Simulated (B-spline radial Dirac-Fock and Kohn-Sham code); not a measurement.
## Photoemission from S³⁺ at 12000 eV, detector at θ = 30°, φ = 0°

System: S³⁺ in the configuration 1s2 2s2 2p6 3s2 3p1. Level of theory: Dirac-Hartree-Slater photoionisation with a Latter tail; cross sections with all multipoles, angular parameters from the dipole term and its interference with E2; a B-spline atomic structure program. Thresholds are orbital energies of the model. For linearly polarised light dσ/dΩ = σ/(4π) [1 + β P₂(cos θ) + (δ + γ cos²θ) sin θ cos φ], with θ from the polarisation vector and φ the angle between the beam and the projection of the electron momentum on the plane normal to the polarisation. The dipole factor is 1 + βP₂ and the non-dipole term is the rest of the bracket. Open shells are filled statistically over j.

```
subshell  threshold (eV)    σ (kb)     β     γ      δ  dipole factor  non-dipole term  dσ/dΩ (kb/sr)
      1s          2501.2      1.42  2.00  2.16  0.000          2.250           +0.812          0.345
      2s           269.5    0.0985  2.00  2.27  0.000          2.250           +0.850         0.0243
   2p1/2           216.4   0.00542  0.31  1.18  0.345          1.194           +0.616       0.000780
   2p3/2           215.1    0.0103  0.27  1.14  0.350          1.171           +0.601        0.00145
      3s           57.18    0.0123  2.00  2.28  0.000          2.250           +0.854        0.00303
   3p1/2           45.20  0.000101  0.30  1.17  0.345          1.188           +0.613       1.45e-05
   3p3/2           45.06  0.000192  0.26  1.13  0.350          1.165           +0.597       2.70e-05
```

Values without a named source are computed, but for edge energies of neutral atoms, which are taken from tables.
